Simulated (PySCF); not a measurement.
**How the method changes the constants of AlSe⁻**

State: ¹Σ⁺ (singlet), closed shell. Set-up: PySCF, spin-free X2C with a Gaussian nucleus, basis sets Al aug-cc-pVDZ-DK, Se aug-cc-pVDZ-DK. De refers to Al + Se⁻ in their high-spin ground configurations, without counterpoise correction. A positive dipole points towards Se; it is taken about the centre of mass and depends on that origin.

```
      Level  Re (Å)  ωe (cm⁻¹)  De (eV)  μ (D)
        RHF   2.244        451      n/a   1.23
    RHF-MP2   2.265        433      n/a    n/a
RHF-SCS-MP2   2.266        431      n/a    n/a
   RHF-CCSD   2.265        434      n/a    n/a
RHF-CCSD(T)   2.274        424      n/a    n/a
        PBE   2.273        413     4.31   1.87
       BP86   2.275        411     4.25   1.81
     r²SCAN   2.251        431     4.32   1.97
      TPSSh   2.257        428     4.23   1.88
       PBE0   2.249        435     4.21   1.70
      ωB97X   2.232        451     4.12   1.50
     B2PLYP   2.264        424     4.10   1.25
```

Task: What does a quarter of exact exchange do here, going from PBE to PBE0?

Result: PBE0 less PBE: -2.4 pm in Re, +5.3 % in ωe, -0.10 eV in De. Exact exchange removes part of the self-interaction that spreads semilocal densities, and in most molecules shortens and stiffens the bond and lowers De; so it does here.

Task: What does the step from GGA to meta-GGA do here, going from PBE to r²SCAN?

Result: r²SCAN less PBE: -2.2 pm in Re, +4.4 % in ωe, +0.01 eV in De. 

Task: What does second-order correlation do here, going from RHF to RHF-MP2?

Result: RHF-MP2 less RHF: +2.1 pm in Re, -4.0 % in ωe. Correlation nearly always deepens the well. The bond lengthens, as in strong covalent bonds, where excitations into antibonding orbitals dominate.

Correlated steps freeze 14 core orbitals. For an ion De counts to the pair picked by the measured ionisation energies or electron affinities, which need not be the lowest pair at this level. B2PLYP dipoles, levels and charges come from its SCF part alone.

The whole job (state search and all levels along the bond) took about 4.3 min on 1 thread of Arm Neoverse N1 (shared host), peak memory 0.84 GiB.
